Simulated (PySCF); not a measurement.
TlCl, SMILES [Cl][Tl].

Coordinates come from a B3LYP-D3(BJ)/def2-TZVP optimisation. The def2 effective core potentials stand for the cores of Tl; spin–orbit coupling is left out.

Two levels are set side by side: TDA-PBE/def2-TZVPD (PySCF) and TDA-LC-ωPBE/def2-TZVPD (PySCF). Vertical, same geometry. The lowest singlet is HOMO−2→LUMO+1 50 %, HOMO−1→LUMO 50 % with PBE and HOMO→LUMO 94 % with the other functional; states are paired by order. Differences are taken from unrounded values.

```csv
quantity,TDA-LC-ωPBE
lowest singlet excitation (eV),4.92
lowest triplet excitation (TDA) (eV),4.09
first bright state (f over 0.05) (eV),4.92
its oscillator strength,0.07
```

Q: What does TDA-PBE give, and how far is it from TDA-LC-ωPBE? (Estimate from the structure and the level; the computed values follow.)

A: 
| quantity | TDA-PBE | TDA-PBE minus TDA-LC-ωPBE |
|---|---|---|
| lowest singlet excitation (eV) | 4.08 | -0.84 |
| lowest triplet excitation (TDA) (eV) | 3.76 | -0.33 |
| first bright state (f over 0.05) (eV) | 6.39 | 1.47 |
| its oscillator strength | 0.28 | 0.21 |

Functionals without exact exchange tend to place singlet excitations lower, as here. Differences between two approximate levels are no errors against the true value.

Rough cost on one machine, each run with all the roots and properties that it gave: TDA-LC-ωPBE against TDA-PBE about 3 times.
